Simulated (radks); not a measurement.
Spherical quantum dot in the effective-mass picture: electrons in a hard-walled sphere of radius 8.41, all in effective atomic units (hartree* = m*/eps^2 hartree, bohr* = eps/m* bohr), one dielectric constant everywhere. Method: non-relativistic Kohn-Sham, LDA (Slater exchange, Perdew-Wang correlation), spin-polarised, spherical densities; computed with a radial shooting solver with Libxc functionals. Levels are named by radial order and angular momentum (1s, 1p, 1d, 2s, ...), and open shells are averaged over m. Results are scaled to m* = 0.153 and eps = 15.3, for which hartree* = 17.79 meV and bohr* = 5.292 nm.

N = 22, configuration 1s2 1p6 1d10 1f(up 4, down 0). This is the lowest configuration that the search found. Occupied and some empty levels:

level    occupation  eigenvalue (meV)  <r> (nm)
1s up             1            56.250     33.18
1s down           1            56.563     33.07
1p up             3            56.748     33.53
1p down           3            57.066     33.45
1d up             5            57.699     33.98
1d down           5            58.023     33.92
1f up             4            59.067     34.43
1f down           0            59.397     34.40
1g up             0            60.825     34.86
1g down           0            61.159     34.84
2s up             0            62.692     20.62
2s down           0            62.784     20.47
2p up             0            64.437     23.80
2p down           0            64.567     23.70
2d up             0            66.711     25.86
2d down           0            66.870     25.78

Energy (meV): total 665.439, kinetic 119.46, external 0, Hartree 628.67, exchange-correlation -82.697.

Electron density:

r (nm)  n(r) (e/nm^3)
2.47        3.339e-07
5.79        5.563e-07
9.10        1.162e-06
12.4        2.634e-06
15.7        5.992e-06
19.0       0.00001309
22.4       0.00002683
25.7       0.00005018
29.0       0.00008278
32.3        0.0001137
35.6        0.0001172
38.9       0.00007383
42.2       0.00001505
